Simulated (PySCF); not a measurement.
A side-by-side comparison of computed properties.

First species: C6H11OPSi.
SMILES: `C1=CP(C=CC1)(C[SiH3])=O`

Second species: C₇H₁₂O.
SMILES: `C=C(C)[C@@H]1C[C@@H]1OC`

Levels: PBE0/pcSseg-1 for dipole moment, HOMO energy, LUMO energy and HOMO–LUMO gap; GFN2-xTB for rotational constant A and rotational constant C. Geometries: GFN2-xTB. All species are isolated and taken at one optimised geometry, non-relativistic unless stated; the electronic structure was computed with PySCF and density fitting.

Dipoles, sizes and rotational constants follow the conformer. The torsions of the flexible species, by atom-mapped SMILES:
- `[O:1]=[P:2]1([CH2:3][SiH3:4])[CH:5]=[CH:6][CH2:7][CH:8]=[CH:9]1`: O1–P2–C3–Si4 61°
- `[CH2:1]=[C:2]([CH3:3])[C@@H:4]1[CH2:5][C@@H:6]1[O:7][CH3:8]`: C1–C2–C4–C5 -38°, C5–C6–O7–C8 80°

(1) Which has the higher rotational constant C?

(2) Which of the two has the higher LUMO energy, and by how much?

(3) Which has the higher rotational constant A?

(4) Which has the higher HOMO energy?

(5) Which of the two has the higher dipole moment, and by how much?

(6) Which of the two has the higher HOMO–LUMO gap, and by how much?

## Answers

(1) The second: 1.251 GHz against 0.768 GHz, a difference of 0.483 GHz.

(2) The second: 0.60 eV against -0.85 eV, a difference of 1.45 eV.

(3) The second: 3.215 GHz against 1.963 GHz, a difference of 1.252 GHz.

(4) The second: -6.78 eV against -7.56 eV, a difference of 0.78 eV.

(5) The first: 5.00 D against 1.45 D, a difference of 3.55 D.

(6) The second: 7.38 eV against 6.71 eV, a difference of 0.67 eV.

On the first: A dipole of 5.00 D is allowed in C1, and pure rotational transitions are dipole-allowed. The dipole equals about 16.7 × 10⁻³⁰ C·m (1 D = 3.33564 × 10⁻³⁰ C·m).

On the second: In atomic units the dipole is 0.57 e·bohr (1 au = 2.5417 D).
